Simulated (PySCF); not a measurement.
## Removal energies of Sb(3+) from EOM-IP-GCCSD

Reference: closed-shell Sb(3+), [Kr] 4d10 5s2; one electron is removed. Calculated with PySCF 2.14, two-component X2C-1e with screened spin-orbit coupling, x2c-TZVPPall-2c with one added diffuse shell each of s, p, d, f type (9s10p6d3f, 90 functions); frozen [Ar] 3d10; the 6 highest virtual spinors dropped; of the others 108 kept and the rest restored at second order. No Breit or QED terms. Binding energies in eV.

```csv
level,Koopmans,second order,EOM-CCSD
4d3/2,74.206,71.290,72.327
4d5/2,72.855,70.033,71.063
5s1/2,41.896,43.388,43.480
```

For comparison, the ionisation energy of Sb(3+) is 43.804 ± 0.025 eV (measured; NIST Atomic Spectra Database, ionization energies).

Only part of the computed levels is shown.

Where second order misses EOM-CCSD by more than 1 eV, it overshoots the relaxation and correlation of that hole or particle, which higher orders damp.
